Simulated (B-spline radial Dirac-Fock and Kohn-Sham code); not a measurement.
# X-ray form factors of europium in several charge states

The computed values come from a radial finite-basis atomic code: Dirac-Fock densities.

Configurations: Eu³³⁺ [Ar] 3d10 4s2; Eu³⁵⁺ [Ar] 3d10; Eu³⁶⁺ [Ar] 3d9; Eu³⁷⁺ [Ar] 3d8; Eu⁴⁰⁺ [Ar] 3d5; Eu⁴¹⁺ [Ar] 3d4. The first column is f₀ of Eu³³⁺, the others are differences from it.

```
s (Å⁻¹)   Eu³³⁺  Δ Eu³⁵⁺  Δ Eu³⁶⁺  Δ Eu³⁷⁺  Δ Eu⁴⁰⁺  Δ Eu⁴¹⁺
      0  30.000   -2.000   -3.000   -4.000   -7.000   -8.000
    0.1  29.872   -1.958   -2.953   -3.948   -6.933   -7.929
    0.2  29.495   -1.838   -2.817   -3.796   -6.738   -7.720
    0.3  28.887   -1.651   -2.603   -3.557   -6.429   -7.389
    0.4  28.077   -1.414   -2.331   -3.251   -6.027   -6.957
    0.5  27.098   -1.150   -2.023   -2.900   -5.558   -6.451
    0.7  24.792   -0.623   -1.389   -2.163   -4.529   -5.331
    0.9  22.263   -0.209   -0.853   -1.508   -3.535   -4.230
    1.1  19.739   +0.029   -0.489   -1.021   -2.692   -3.272
    1.4  16.251   +0.101   -0.244   -0.602   -1.763   -2.177
```
